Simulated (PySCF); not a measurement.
In(Cl)3 anion (Cl3In), SMILES [Cl][In]([Cl])[Cl] (connectivity only; charge and spin as stated), charge -1, multiplicity 2.

Geometry optimised at PBE-D3(BJ)/def2-SVPD. The multiplicity is an assumed one; other spin states were not compared. The isomer is the one that the SMILES or the coordinates give; other isomers of the formula were not compared. The def2 effective core potentials stand for the cores of In; spin–orbit coupling is left out.

All values below come from PBE-D3(BJ)/def2-SVPD (PySCF).

Frequencies are harmonic and unscaled.

Modes within 1.5 cm⁻¹ of each other (mostly degenerate sets) share a row, with their intensities summed.

**Question.** List the normal modes with their intensities. (The exact figures need the calculation; the answer reports its results.)

**Answer.** 
| mode | ν (cm⁻¹) | IR (km/mol) | moving atoms (share of kinetic energy) |
|---|---|---|---|
| 1–2 | 69 | 4.4 | Cl 88 %, In 12 % |
| 3 | 80 | 6.4 | Cl 65 %, In 35 % |
| 4 | 244 | 16.6 | Cl 87 %, In 13 % |
| 5–6 | 258 | 181.4 | Cl 69 %, In 31 % |
